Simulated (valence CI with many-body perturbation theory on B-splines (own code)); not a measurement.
Os XLV: fill in the table

Level of theory: valence CI with perturbative core correlation (CI+MBPT): four valence electrons over a frozen Dirac-Fock core [Ar] 3d10, a basis of 11 s, 11 p, 10 d, 8 f, 5 g, 2 h functions for each j, with the one-electron correlation potential Σ1 (screened to all orders), the two-electron term Σ2, the three-electron term Σ3, Breit, model QED; selected single and double excitations, second order for the rest, scaled by the run's own slope (own B-spline code, finite nucleus).

The last digits are not significant, and no measured levels were compared; by estimate large intervals hold to a few tenths of a per cent, small ones and those within an open d or f shell to about a per cent. Among the levels kept, up to 430 cm⁻¹ of a level comes from second order outside the variational space, and about a tenth of that is noise between levels of different J, which matters for small intervals.

```
                     Level  E (cm⁻¹)
        (4s^2 4p1/2^2) J=0         0
    (4s^2 4p1/2 4p3/2) J=1         ?
    (4s^2 4p1/2 4p3/2) J=2         ?
    (4s 4p1/2^2 4p3/2) J=2   1673500
        (4s^2 4p3/2^2) J=2         ?
    (4s 4p1/2^2 4p3/2) J=1   1796600
        (4s^2 4p3/2^2) J=0   1854500
    (4s^2 4p1/2 4d3/2) J=2   2148900
    (4s^2 4p1/2 4d3/2) J=1   2302600
    (4s^2 4p1/2 4d5/2) J=2         ?
    (4s^2 4p1/2 4d5/2) J=3   2407400
(4s 4p1/2 4p3/2^2) J=2 [a]   2537400
    (4s 4p1/2 4p3/2^2) J=3   2591600
    (4s 4p1/2 4p3/2^2) J=0         ?
(4s 4p1/2 4p3/2^2) J=1 [a]   2687100
(4s 4p1/2 4p3/2^2) J=2 [b]         ?
(4s 4p1/2 4p3/2^2) J=1 [b]   2719900
    (4s 4p1/2^2 4d3/2) J=1   2975900
    (4s 4p1/2^2 4d3/2) J=2   3004300
    (4s^2 4p3/2 4d3/2) J=2   3139500
```

Levels are named by their leading jj configuration (3d3/2^4 stands for four electrons in 3d with j = 3/2), which in mixed levels can hold well under half, so a name can repeat and another be missing. Letters in brackets count levels of one name in rising energy.

Task: The levels stand in rising order. What does the calculation give for the missing energies?

Result: (4s^2 4p1/2 4p3/2) J=1 856740; (4s^2 4p1/2 4p3/2) J=2 892730; (4s^2 4p3/2^2) J=2 1776800; (4s^2 4p1/2 4d5/2) J=2 2386000; (4s 4p1/2 4p3/2^2) J=0 2628500; (4s 4p1/2 4p3/2^2) J=2 [b] 2707200.
